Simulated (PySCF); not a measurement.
These are PBE-D3(BJ)/def2-TZVP // PBE0-D4/def2-SVP (PySCF) values and carry that method's errors. Gas-phase values, no solvent. One relaxed conformer stands for a flexible species; it need not be the lowest. Excitations are Tamm–Dancoff values on a coarser integration grid. The basis has no diffuse functions, so Rydberg states are missing or too high.

Reference species (SMILES): `[Sn]([O]C)([O]C)([O]C)[O]C` (neutral, multiplicity 1).

```
Item                      Result
----------------------  --------
S1 excitation (TDA)      3.80 eV
S1 oscillator strength     0.000
LUMO                    -2.65 eV
```

Changed species: `[O](C)[Sn]([OH])([O]C)[O]C` (3 of 4 OH replaced by OCH3; the reference has 4 of 4 OH replaced by OCH3).

Predict the effect on the S1 excitation (TDA), S1 oscillator strength and LUMO.

the S1 excitation (TDA) hardly moves; the S1 oscillator strength hardly moves; the LUMO falls by 0.04 eV, to -2.69 eV.
